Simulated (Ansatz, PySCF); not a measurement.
Breaking the C5–H7 bond in C2H5Ga (SMILES C=[CH][GaH2]) (multiplicity 1 held, fragments rigid). Energies count from the point at 1.087 Å.
Geometry at that point (charge 0, multiplicity 1):
```xyz
8

Ga    -0.0872     0.1010     0.7331
H     -0.7654     1.5190     0.7893
H      0.2279    -0.7070     2.0423
C      0.3454    -0.6089    -1.0414
C      0.0737     0.0855    -2.1491
H      0.8153    -1.5827    -1.1577
H      0.3034    -0.2854    -3.1448
H     -0.3946     1.0646    -2.1111
```

Restricted levels (R-, RO-) in cc, def2 and unpolarised 6-31G sets keep to the state of the molecule at rest. U- levels take the lowest unrestricted solution at each point, which mixes spins at long bonds. Curves can end on different states.

Rows in LANL2DZ carry no dispersion term and start afresh at each structure. LANL2DZ brings its own core potentials from Na on.

Programs: Ansatz (Gaussian orbitals); PySCF for LANL2DZ rows. Values without a source in brackets are computed.

Question: One of these levels gives 112.05 kcal/mol for the energy at R = 3.479 Å. Name it.
A. R-wB97X-V/cc-pVTZ
B. U-HF/LANL2DZ
C. U-B3LYP/cc-pVTZ
D. R-BP86/LANL2DZ

Answer: C, U-B3LYP/cc-pVTZ. The others give 88.14 (U-HF/LANL2DZ), 134.75 (R-BP86/LANL2DZ), 167.69 (R-wB97X-V/cc-pVTZ)

Doubts at one or more of the structures used: a spin-contaminated determinant (U-HF/LANL2DZ, U-B3LYP/cc-pVTZ); a restricted determinant that unrestricted orbitals would lower (R-wB97X-V/cc-pVTZ).

Ansatz is a first-principles code.
